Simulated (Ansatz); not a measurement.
Reaction (cleavage of the Zn–Al bond): `[NH2][Zn][AlH][F]` + HBr → `[NH2][Zn][Br]` + `[F][AlH2]`

Isolated molecules relaxed with PBE0-D4/def2-TZVP in Ansatz; ΔE leaves out vibrations. CBS: MP2 limit from def2 TZ/QZ plus the TZ coupled-cluster correction, frozen cores. This one scheme is used for every species. DFT in def2-TZVPP. B3LYP here is the variant with VWN-RPA as its local correlation; programs differ in this. For Br, Zn outer-core shells are correlated without core-valence functions, which leaves a few kJ/mol of doubt a bond. Scalar relativity is left out up to krypton. One conformer a species, not always the lowest.

| level | ΔE (kcal/mol) | difference from CCSD(T)/CBS |
| --- | --- | --- |
| PBE-D4 | -21.7 | 6.0 |
| revPBE-D4 | -22.2 | 5.5 |
| r2SCAN0-D4 | -27.2 | 0.5 |
| ωB97X-V | -26.8 | 0.9 |
| ωB97M-V | -26.1 | 1.6 |
| B2PLYP | -26.4 | 1.3 |
| BLYP | -22.6 | 5.1 |
| r2SCAN | -25.4 | 2.3 |
| B3LYP | -24.9 | 2.8 |
| r2SCANh | -26.2 | 1.5 |
| BHLYP | -28.3 | -0.6 |
| HF/def2-SVP | -32.5 | -4.8 |
| MP2/def2-SVP | -30.2 | -2.5 |
| MP2/def2-TZVPP | -28.0 | -0.3 |
| SCS-MP2/def2-TZVPP | -28.1 | -0.4 |
| HF/CBS(def2) | -34.0 | -6.3 |
| CCSD(T)/CBS | -27.7 | 0 |

Largest T1 diagnostic among the species: 0.016.

From r2SCAN to r2SCAN0 (25 % exact exchange), in def2-TZVPP and without D4, ΔE moves by −1.8 kcal/mol. Leaving LDA and LC-ωPBE aside and taking each functional with its dispersion term where it has one, the values, not all of them listed here, spread over 6.7 kcal/mol, from BHLYP-D4 to PBE-D4. LDA lies +0.7 kcal/mol from PBE without D4.
